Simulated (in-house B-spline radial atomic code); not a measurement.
RPA and G0W0 for Ga³⁺, [Ar] 3d10, as one setting changes: the highest l of the empty states. Start: PBE0. A dash marks a level of low quasi-particle weight. Computed with an all-electron radial atomic-structure program (B-spline basis): all electrons, scalar-relativistic (spin-free one-electron X2C), finite nucleus, each spin shell either full or empty, empty states to the listed l with an (l + 1/2)⁻⁴ tail; G0W0 by contour deformation at full frequency.

```tsv
highest l of the empty states	RPA summed (Eh)	RPA extrapolated (Eh)	G0W0 level (eV)
4	-1.8624	-2.1093	3d -63.35
5	-1.971	-2.1222	3d -63.56
6	?	?	?
7	?	?	?
8	-2.0672	-2.1037	3d -63.56
9	-2.0763	-2.101	3d -63.55
10	-2.0821	-2.0994	3d -63.55
11	-2.0858	-2.0985	3d -63.55
```

(1) What belongs in the row for 7?

(2) What belongs in the row for 6?

Answers

(1) RPA summed (Eh): -2.0519; RPA extrapolated (Eh): -2.109; G0W0 level (eV): 3d -63.58.

(2) RPA summed (Eh): -2.0239; RPA extrapolated (Eh): -2.1148; G0W0 level (eV): 3d -63.57.
